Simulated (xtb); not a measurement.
C₅H₉O₂ (SMILES [CH2]C(C)OC(C)=O), doublet, geometry from GFN2-xTB; GFN2-xTB with ALPB(ch2cl2) run with xtb.

xtb was given this input:
```
$ xtb mol.xyz --gfn 2 --uhf 1 --alpb ch2cl2 --json

# file mol.xyz
16

C     -1.93226118    -0.87877838    -1.08309144
C     -1.16615806    -0.14511909    -0.07081910
C     -1.75632854     1.22564485     0.26526519
O      0.19073755     0.01307569    -0.54660046
C      1.17683098    -0.11673203     0.33964215
C      2.51978152     0.05901122    -0.32114520
O      1.00976696    -0.36191531     1.50618197
H     -1.44871035    -1.62616847    -1.67889592
H     -2.96093549    -0.64248765    -1.26083837
H     -1.08549622    -0.72327435     0.87341570
H     -1.76997595     1.85092644    -0.62406514
H     -2.77012522     1.10472935     0.63505391
H     -1.15615889     1.71025297     1.03154598
H      2.90572232    -0.92450228    -0.58295465
H      2.41993657     0.65210946    -1.22451736
H      3.21051858     0.52497187     0.37549431
```

What the program printed (banner, timings and long lists left out):

```
   ID    Z sym.   atoms
    1    6 C      1-3, 5, 6
    2    8 O      4, 7
    3    1 H      8-16

           -------------------------------------------------
          |                Calculation Setup                |
           -------------------------------------------------

           -------------------------------------------------
          |                 G F N 2 - x T B                 |
           -------------------------------------------------

      * Solvation model:               ALPB
        Solvent                        ch2cl2
        Parameter file                 internal GFN2-xTB/ALPB
        Dielectric constant                8.9300E+00
        Reference state                gsolv [1 M gas/solution]
        Free energy shift                  4.1487E-03 Eh       2.6033E+00 kcal/mol
        Temperature                        2.9815E+02 K
        Density                            1.3300E+00 kg/L
        Solvent mass                       8.4930E+01 g/mol
        Interaction kernel             P16
        Born radius scaling (c1)           1.5691E+00
        Born radii integrator          GBOBC
        Born offset                        0.0000E+00 a0       0.0000E+00 AA
        H-bond correction              false
        Ion screening                  false
        Surface tension                    1.0000E-05 Eh       1.5569E+01 dyn/cm
        Grid points                               230 per atom

          ...................................................
          :                      SETUP                      :
          :.................................................:
          :  # basis functions                  37          :
          :  # atomic orbitals                  37          :
          :  # shells                           23          :
          :  # electrons                        41          :
          :  max. iterations                   250          :
          :  Hamiltonian                  GFN2-xTB          :
          :  restarted?                      false          :
          :  GBSA solvation                   true          :
          :  PC potential                    false          :
          :  electronic temp.          300.0000000     K    :
          :  accuracy                    1.0000000          :
          :  -> integral cutoff          0.2500000E+02      :
          :  -> integral neglect         0.1000000E-07      :
          :  -> SCF convergence          0.1000000E-05 Eh   :
          :  -> wf. convergence          0.1000000E-03 e    :
          :  Broyden damping             0.4000000          :
          :  net charge                          0          :
          :  unpaired electrons                  1          :
          ...................................................

 iter      E             dE          RMSdq      gap      omega  full diag
   1    -23.5702321 -0.235702E+02  0.436E+00    3.18       0.0  T
   2    -23.6270244 -0.567923E-01  0.226E+00    2.45       1.0  T
   3    -23.6291156 -0.209121E-02  0.119E+00    2.88       1.0  T
   4    -23.6311824 -0.206680E-02  0.152E-01    2.55       1.0  T
   5    -23.6313139 -0.131529E-03  0.687E-02    2.57       1.0  T
   6    -23.6313159 -0.193238E-05  0.208E-02    2.57       1.2  T
   7    -23.6313173 -0.141646E-05  0.592E-03    2.57       4.2  T
   8    -23.6313174 -0.699323E-07  0.224E-03    2.57      11.2  T
   9    -23.6313174 -0.801658E-08  0.744E-04    2.57      33.6  T
  10    -23.6313174 -0.142392E-08  0.220E-04    2.57     113.8  T

   *** convergence criteria satisfied after 10 iterations ***

         :::::::::::::::::::::::::::::::::::::::::::::::::::::
         ::                     SUMMARY                     ::
         :::::::::::::::::::::::::::::::::::::::::::::::::::::
         :: total energy             -23.367233078926 Eh    ::
         :: total w/o Gsasa/hb       -23.358364772585 Eh    ::
         :: gradient norm              0.014170512113 Eh/a0 ::
         :: HOMO-LUMO gap              2.570607092688 eV    ::
         ::.................................................::
         :: SCC energy               -23.631292223654 Eh    ::
         :: -> isotropic ES            0.051995183345 Eh    ::
         :: -> anisotropic ES          0.000881571625 Eh    ::
         :: -> anisotropic XC          0.007222062513 Eh    ::
         :: -> dispersion             -0.008962715885 Eh    ::
         :: -> Gsolv                  -0.012943315140 Eh    ::
         ::    -> Gelec               -0.004075008798 Eh    ::
         ::    -> Gsasa               -0.013017003702 Eh    ::
         ::    -> Ghb                  0.000000000000 Eh    ::
         ::    -> Gshift               0.004148697361 Eh    ::
         :: repulsion energy           0.264059144728 Eh    ::
         :: add. restraining           0.000000000000 Eh    ::
         :: total charge              -0.000000000000 e     ::
         :::::::::::::::::::::::::::::::::::::::::::::::::::::

           -------------------------------------------------
          |                Property Printout                |
           -------------------------------------------------

    * Orbital Energies and Occupations

         #    Occupation            Energy/Eh            Energy/eV
      -------------------------------------------------------------
         1        2.0000           -0.7467616             -20.3204
       ...           ...                  ...                  ...
         9        2.0000           -0.5687074             -15.4753
        10        2.0000           -0.5425926             -14.7647
        11        2.0000           -0.5189809             -14.1222
        12        2.0000           -0.5082751             -13.8309
        13        2.0000           -0.4966127             -13.5135
        14        2.0000           -0.4879795             -13.2786
        15        2.0000           -0.4829627             -13.1421
        16        2.0000           -0.4732629             -12.8781
        17        2.0000           -0.4671554             -12.7119
        18        2.0000           -0.4548705             -12.3777
        19        2.0000           -0.4482660             -12.1979
        20        2.0000           -0.4273728             -11.6294
        21        1.0000           -0.3276972              -8.9171 (HOMO)
        22                         -0.2332291              -6.3465 (LUMO)
        23                         -0.0093587              -0.2547
        24                          0.0861299               2.3437
        25                          0.1276941               3.4747
        26                          0.1316425               3.5822
        27                          0.1452739               3.9531
        28                          0.1590743               4.3286
        29                          0.1696794               4.6172
        30                          0.1839704               5.0061
        31                          0.2080098               5.6602
        32                          0.2164863               5.8909
       ...                                ...                  ...
        37                          0.6461330              17.5822
      -------------------------------------------------------------
                  HL-Gap            0.0944681 Eh            2.5706 eV
             Fermi-level           -0.3289991 Eh           -8.9525 eV

     #   Z          covCN         q      C6AA      α(0)
     1   6 C        2.836    -0.121    31.061     9.133
     2   6 C        3.742     0.124    18.626     6.157
     3   6 C        3.753    -0.114    22.741     6.800
     4   8 O        1.703    -0.269    18.468     5.802
     5   6 C        2.708     0.366    20.794     7.464
     6   6 C        3.753    -0.148    23.412     6.900
     7   8 O        0.856    -0.448    22.662     6.382
     8   1 H        0.926     0.057     2.237     2.339
     9   1 H        0.927     0.062     2.178     2.308
    10   1 H        0.922     0.070     2.091     2.262
    11   1 H        0.925     0.060     2.204     2.322
    12   1 H        0.925     0.061     2.184     2.311
    13   1 H        0.925     0.050     2.316     2.380
    14   1 H        0.925     0.088     1.895     2.153
    15   1 H        0.925     0.081     1.965     2.192
    16   1 H        0.925     0.081     1.971     2.195

 Mol. C6AA /au·bohr⁶  :       2122.267736
 Mol. C8AA /au·bohr⁸  :      46218.035503
 Mol. α(0) /au        :         69.099523

Wiberg/Mayer (AO) data.
largest (>0.10) Wiberg bond orders for each atom

 ---------------------------------------------------------------------------
     #   Z sym  total        # sym  WBO       # sym  WBO       # sym  WBO
 ---------------------------------------------------------------------------
     1   6 C    3.197 --     2 C    1.095     8 H    0.981     9 H    0.981
     2   6 C    3.924 --     1 C    1.095     3 C    0.985    10 H    0.905
                             4 O    0.898
     3   6 C    3.991 --    13 H    0.986    11 H    0.985     2 C    0.985
                            12 H    0.982
     4   8 O    2.316 --     5 C    1.156     2 C    0.898     7 O    0.173
     5   6 C    3.913 --     7 O    1.721     4 O    1.156     6 C    0.986
     6   6 C    3.988 --     5 C    0.986    15 H    0.979    16 H    0.974
                            14 H    0.952
     7   8 O    2.019 --     5 C    1.721     4 O    0.173
     8   1 H    0.997 --     1 C    0.981
     9   1 H    0.995 --     1 C    0.981
    10   1 H    0.992 --     2 C    0.905
    11   1 H    0.996 --     3 C    0.985
    12   1 H    0.996 --     3 C    0.982
    13   1 H    0.997 --     3 C    0.986
    14   1 H    0.992 --     6 C    0.952
    15   1 H    0.993 --     6 C    0.979
    16   1 H    0.993 --     6 C    0.974
 ---------------------------------------------------------------------------

Topologies differ in total number of bonds
Writing topology from bond orders to xtbtopo.mol

molecular dipole:
                 x           y           z       tot (Debye)
 q only:       -0.222       0.285      -0.838
   full:       -0.150       0.274      -0.867       2.342
molecular quadrupole (traceless):
                xx          xy          yy          xz          yz          zz
 q only:        7.444       0.018      -0.784      -3.583       1.641      -6.659
  q+dip:        6.821      -0.380       0.219      -3.660       2.161      -7.039
   full:        6.814      -0.247       0.779      -3.925       2.153      -7.593

           -------------------------------------------------
          | TOTAL ENERGY              -23.367233078926 Eh   |
          | GRADIENT NORM               0.014170512113 Eh/α |
          | HOMO-LUMO GAP               2.570607092688 eV   |
           -------------------------------------------------

normal termination of xtb
```
